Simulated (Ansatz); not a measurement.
Relaxation of AlFH$_{3}$NTe (7 atoms, charge 0, multiplicity 1), to a largest force component of 0.015 eV/Å in at most 40 steps.

These are results of Ansatz, RKS PBE0/def2-SVP, not measurements.

```xyz
7
Properties=species:S:1:pos:R:3:forces:R:3
N -0.565 1.191 0.798 0.83 0.50 -2.15
Al 0.572 -0.164 0.250 1.34 0.59 0.67
F 2.235 -0.187 0.851 -2.28 0.01 -0.67
Te -0.182 -2.018 -1.373 0.21 0.50 -0.35
H -0.118 1.780 1.499 -0.06 0.13 0.15
H -0.757 1.855 -0.036 0.08 -1.42 1.73
H 0.271 -1.074 -2.727 -0.12 -0.31 0.62
```

Task: Where does it end, and by what steps?

Result: It converged. The force dipped under the threshold on the way, but the program's further checks kept it going. After 17 steps the energy has fallen by 0.710 eV; H7 moved furthest, 1.04 Å.

```json
{"step": "0", "energy less start (eV)": "0.0000", "largest force component (eV/Å)": "2.282", "accepted": "yes"}
{"step": "1", "energy less start (eV)": "-0.1926", "largest force component (eV/Å)": "1.895", "accepted": "yes"}
{"step": "2", "energy less start (eV)": "-0.3048", "largest force component (eV/Å)": "1.583", "accepted": "yes"}
{"step": "3", "energy less start (eV)": "-0.4776", "largest force component (eV/Å)": "1.891", "accepted": "yes"}
{"step": "4", "energy less start (eV)": "-0.5735", "largest force component (eV/Å)": "0.348", "accepted": "yes"}
{"step": "5", "energy less start (eV)": "-0.5709", "largest force component (eV/Å)": "0.580", "accepted": "no"}
{"step": "6", "energy less start (eV)": "-0.5895", "largest force component (eV/Å)": "0.140", "accepted": "yes"}
{"step": "7", "energy less start (eV)": "-0.5998", "largest force component (eV/Å)": "0.079", "accepted": "yes"}
{"step": "8", "energy less start (eV)": "-0.6095", "largest force component (eV/Å)": "0.390", "accepted": "yes"}
{"step": "9", "energy less start (eV)": "-0.6151", "largest force component (eV/Å)": "0.799", "accepted": "yes"}
{"step": "10", "energy less start (eV)": "-0.6481", "largest force component (eV/Å)": "0.446", "accepted": "yes"}
{"step": "11", "energy less start (eV)": "-0.6941", "largest force component (eV/Å)": "0.209", "accepted": "yes"}
{"step": "12", "energy less start (eV)": "-0.6984", "largest force component (eV/Å)": "0.137", "accepted": "yes"}
{"step": "13", "energy less start (eV)": "-0.7067", "largest force component (eV/Å)": "0.253", "accepted": "yes"}
{"step": "14", "energy less start (eV)": "-0.7101", "largest force component (eV/Å)": "0.035", "accepted": "yes"}
{"step": "15", "energy less start (eV)": "-0.7103", "largest force component (eV/Å)": "0.006", "accepted": "yes"}
{"step": "16", "energy less start (eV)": "-0.7104", "largest force component (eV/Å)": "0.022", "accepted": "yes"}
{"step": "17", "energy less start (eV)": "-0.7104", "largest force component (eV/Å)": "0.001", "accepted": "yes"}
```

```xyz
7
Properties=species:S:1:pos:R:3
N -0.177 1.274 0.462
Al 0.782 -0.189 0.266
F 1.930 -0.551 1.419
Te 0.552 -1.805 -1.653
H -0.074 1.916 1.240
H -0.899 1.598 -0.169
H -0.658 -0.861 -2.302
```

The run took 74 s on 1 CPU thread of a shared host.
